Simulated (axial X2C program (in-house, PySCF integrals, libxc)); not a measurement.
# GeSe⁻: properties at the nuclei

Calculated with an in-house all-electron X2C program for linear molecules (integrals from PySCF): two-component X2C with atomic mean-field Coulomb and Gaunt terms, Gaussian nuclei, basis Se dyall-acv3z, Ge dyall-acv3z with contracted cores.

R = 2.248 Å (near the PBE0 minimum at charge -1 of the determinant lowest at the starting distance; the state shown can have its own minimum elsewhere).

Determinant lowest in the PBE0 search, Ω = 1/2 (⟨Sz⟩ = -0.50, ⟨Lz⟩ = 1.00 at PBE0), spin on the atoms Se -0.01, Ge -0.49:

| level | Eeff magnitude (GV/cm) | Ws magnitude Se (kHz) | Ws magnitude Ge (kHz) | A∥/gI Se (MHz) | qzz Se (a.u.) | A∥/gI Ge (MHz) | qzz Ge (a.u.) |
| --- | --- | --- | --- | --- | --- | --- | --- |
| PBE0 | 0.168 | 0.00296 | 0.137 | 552 | 0.93 | 1050 | -1.90 |
| HF | 0.363 | 0.0277 | 0.324 | 469 | 1.25 | 1030 | -2.47 |
| BHandHLYP | 0.0777 | 0.047 | 0.104 | 491 | 1.05 | 992 | -2.06 |
| r2SCAN | 0.22 | 0.0741 | 0.251 | 563 | 0.85 | 1090 | -1.77 |
| LDA | 0.0922 | 0.0349 | 0.0378 | 600 | 0.76 | 972 | -1.71 |

Determinant 0.13 eV from it at PBE0 and this distance, Ω = 3/2 (⟨Sz⟩ = 0.50, ⟨Lz⟩ = 1.00 at PBE0), spin on the atoms Se 0.02, Ge 0.48:

| level | Eeff magnitude (GV/cm) | Ws magnitude Se (kHz) | Ws magnitude Ge (kHz) | A∥/gI Se (MHz) | qzz Se (a.u.) | A∥/gI Ge (MHz) | qzz Ge (a.u.) |
| --- | --- | --- | --- | --- | --- | --- | --- |
| PBE0 | 0.246 | 0.00299 | 0.064 | 131 | 0.90 | 101 | -2.05 |
| HF | 0.824 | 0.0328 | 0.197 | 128 | 1.28 | 106 | -2.65 |
| BHandHLYP | 0.196 | 0.0025 | 0.0552 | 122 | 1.03 | 157 | -2.21 |
| r2SCAN | 0.262 | 0.0286 | 0.0995 | 158 | 0.81 | 63.7 | -1.90 |
| LDA | 0.142 | 0.0132 | 0.0253 | 128 | 0.72 | 126 | -1.86 |

Eeff is the effective electric field on the electron electric dipole moment in this Ω state and Ws the scalar–pseudoscalar constant of the nucleus named (defined with the proton number Z and per Ω); A∥ (defined per Ω) follows by multiplying with gI = μI/(I μN); qzz is the electric field gradient, eQq0 = 234.96 MHz × Q/barn × qzz. The operators were transformed with the bare-nucleus X2C matrices; with these basis sets, hyperfine constants and field gradients can be off by tens of per cent, and where levels differ in sign neither size nor sign is settled.

(1) With gI(77Se) = 1.0701, gI(73Ge) = -0.1954, Q(73Ge) = -0.196 barn (g factors from the IAEA table of nuclear moments by Stone; Q from Pyykkö, Mol. Phys. 2018), turn the PBE0 values of the first state into constants in MHz.

Each state is one determinant with collinear spin. Unrestricted Hartree–Fock can overshoot spin polarisation at the nuclei. For an anion, determinants above electron detachment, or with a positive highest level, are held by the basis set. Where Eeff spreads by more than a factor of two the levels disagree and none is to be relied on. The search compared states at one distance, so a state with another bond length can lie lower. The sign of Ws at Se differs between levels in the first state. The sign of Ws at Se differs between levels in the second state. Further determinants of the search, some of them spin-mixed, are not shown. PBE0 term energies can be off by some tenths of an eV.

Results:

(1) A∥(77Se) = 552 × 1.0701 = 591 MHz; A∥(73Ge) = 1050 × -0.1954 = -205 MHz; eQq0(73Ge) = 234.96 × (-0.196) × (-1.90) = 87.5 MHz.
